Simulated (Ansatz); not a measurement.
`[Br][Al][Br]` radical. The species carries charge 0 and has multiplicity 2.

Z-matrix (Å, degrees):
```
Al
Br 1 2.266
Br 1 2.266 2 119.1
```

Problem. List the harmonic frequencies (cm⁻¹, unscaled) at PBE0-D4/def2-TZVP in Ansatz. (Estimate.)

Solution. Computed: 95, 343, 463.

Problem. Is this a minimum?

Solution. Yes, all 3 modes are real.

Problem. Give the ideal-gas thermochemistry at 298.15 K and 1 bar (rigid rotor, harmonic oscillator; point group C2v, symmetry number 2).

Solution. Zero-point energy 5.4 kJ/mol; H(298) − E = 18.9 kJ/mol; entropy 313.4 J/(mol·K), of which translation 174.1, rotation 110.5, vibration 23.0, electronic 5.8; G(298) − E = -74.5 kJ/mol. Modes under 100 cm⁻¹ are hindered rotations or soft bends, so the harmonic entropy is rough.

Problem. Rotational constants (cm⁻¹)?

Solution. 0.554, 0.02763, 0.02631.
